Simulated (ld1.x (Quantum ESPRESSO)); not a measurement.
Results of a calculation; reference values are marked as such.
**Hardness and transferability of assorted potentials**

Generated with ld1.x 7.5 (TM, RRKJ, ultrasoft, PAW), atompaw 4.2 or ONCVPSP 4.0.1. The cutoff is in Ry: for ld1.x and atompaw files where the sum of valence levels is converged to 10 mRy in a Bessel basis, for ONCV files where the hardest occupied wave has 1 mHa per electron of residual kinetic energy. The error is the largest all-electron minus pseudo excitation energy over each file’s own four to seven test configurations (ionisations up to +4, promotions, holes and added fractions of an electron), all of which were solved. The labels leave out finer settings (local radius, basis sizes, second energies), which also bear on the numbers. Spin-polarised tests are not counted. The rows are a selection from randomly drawn settings: files with unsolved tests, undetermined cutoffs or missed reference levels are left out.

```tsv
element	potential	cutoff (Ry)	largest error (meV)	bound ghosts
Be	TM, PBE, scalar-relativistic, rc 1.30/4.20 (sp), local s, core correction yes, reference 2s1 2p1	10	+84	none
N	PAW, PBE, scalar-relativistic, rc 0.75/1.80 (sp), local smoothed, core correction yes, reference 2s1.5 2p3.5	50	-177	none
Al	TM, LDA (PZ), scalar-relativistic, rc 1.55/2.15 (sp), local smoothed, core correction yes, reference 3s2 3p0	21	-16	none
K	TM, BLYP, scalar-relativistic, rc 3.52/3.74/3.74 (spd), local smoothed, core correction yes, reference 3d1 4s0 4p0	8	-2.3	none
Cr	TM, LDA (PZ), scalar-relativistic, rc 2.75/3.15/2.25 (spd), local smoothed, core correction yes, reference 3d5 4s0.5 4p0	50	-656	none
As	RRKJ, LDA (PZ), non-relativistic, rc 1.70/1.86/1.20 (spd), local smoothed, core correction no, reference 3d10 4s2 4p3	180	-187	none
Re	TM, Wu–Cohen, scalar-relativistic, rc 1.85/2.55/2.25 (spd), local s, core correction yes, reference 5d4 6s0 6p0	35	-212	none
```

(1) Fill in the row for Ta: PAW, LDA (PZ), scalar-relativistic, rc 3.05/3.85/2.00/1.20 (spdf), local smoothed, core correction yes, reference 4f14 5d3 6s1.75 6p0.

## Answers

(1) cutoff 140 Ry, largest error -1139 meV, bound ghosts: none.
